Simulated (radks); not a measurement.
Task: Neutral chromium, [Ar] 3d5 4s1. All-electron calculation, non-relativistic Kohn-Sham, PBE, spin-polarised, spherical densities, point nucleus. Program: a radial shooting solver on a logarithmic mesh with Libxc functionals. Every spin shell is full or empty, so the densities are truly spherical. Functionals are evaluated on that one density, not self-consistently. Rank these orbital-free kinetic functionals by their error against the exact value of the orbitals, and give that value: Thomas-Fermi, von Weizsacker, TF + vW/9, LC94, APBEK, revAPBEK, Perdew 92, LKT, PG1, DePristo-Kress, Ernzerhof.

Result: Exact: 1043.36 hartree. From best to worst, with 100 (|E| - |E exact|)/|E exact| (equal figures are ties): LC94 -0.02, DePristo-Kress -0.08, APBEK +0.09, Ernzerhof -0.30, revAPBEK +0.37, Perdew 92 -0.76, TF + vW/9 -0.77, Thomas-Fermi -6.70, PG1 +20.64, LKT +25.85, von Weizsacker -46.58.
